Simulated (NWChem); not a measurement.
# Atomisation of BiF$_{3}$

```
Bi
F 1 2.0429
F 1 2.0429 2 96.59
F 1 2.0429 2 96.59 3 -97.46
```
Charge 0, spin multiplicity 1.

All runs are NWChem calculations. The geometry was optimised at PBE/def2-SVP with def2 effective core potentials on Bi, a minimum by its harmonic frequencies.

Basis set: def2-TZVP. The atomisation energy is electronic alone: no zero-point, thermal, spin-orbit or counterpoise terms. No value is extrapolated to the basis-set limit. Free atoms are single determinants with multiplicities Bi 4, F 2. Correlated methods freeze the same cores in atoms and molecule, 7 orbitals in all.

Relative cost: rough, from shared machines, SCF included, BHandHLYP = 1. Costs are the molecule's.

Effective core potentials replace the inner electrons of Bi; spin-orbit coupling is left out. B3LYP has NWChem's definition, with VWN1-RPA local correlation. The structure started from a generated list of species. No SCF solution was tested for a lower state. Open-shell Hartree-Fock references start from PBE0 orbitals; any time given for them includes that run.

```csv
method,atomisation energy (kcal/mol),relative cost
BHandHLYP,(withheld),1
HF,152.5,under 3
B3LYP,297.7,under 3
PBE0,(withheld),under 3
LDA (SVWN5),(withheld),under 3
PBE,320.4,under 3
r2SCAN,(withheld),under 3
TPSS,309.3,under 3
MP2,298.4,under 3
```

Problem. Some entries are withheld; supply them.

Solution. 
- BHandHLYP, atomisation energy (kcal/mol): 262.3
- PBE0, atomisation energy (kcal/mol): 288.4
- LDA (SVWN5), atomisation energy (kcal/mol): 374.8
- r2SCAN, atomisation energy (kcal/mol): 299.3
